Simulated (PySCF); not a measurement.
Ge(F)2(Br)(NH2) (BrF₂GeH₂N), SMILES [Ge]([F])([NH2])([Br])[F]. Heavy atoms are numbered as in [NH2:1][Ge:2]([F:3])([F:4])[Br:5]. Hydrogens are named by the atom that carries them.

Coordinates come from a B3LYP-D3(BJ)/def2-SVP optimisation. The structure was generated by enumeration, and PubChem lists no compound with its InChIKey, so it may never have been made. One conformer was computed; it need not be the lowest.

The numbers are results of HF/pcSseg-1 in PySCF, not measurements.

GIAO shieldings, no solvent; atoms alike by connectivity are averaged. δ = σ(ref) − σ: ¹⁵N against NH3 (σ = 267.3 ppm); ⁷³Ge against GeH4 (σ = 1776.1 ppm); ¹⁹F against CFCl3 (σ = 238.5 ppm); ¹H against TMS (σ = 31.99 ppm), references at their B3LYP-D3(BJ)/def2-TZVP geometries, non-relativistic (without spin–orbit terms, shifts of atoms bonded to Cl or Br come out too high).

| nucleus | atoms | count | δ (ppm) |
|---|---|---|---|
| ¹⁵N | N1 (NH2) | 1 | 23.9 |
| ⁷³Ge | Ge2 | 1 | 271.3 |
| ¹⁹F | F3 | 2 | -126.1 |
| ¹H | H on N1 | 2 | 1.76 |
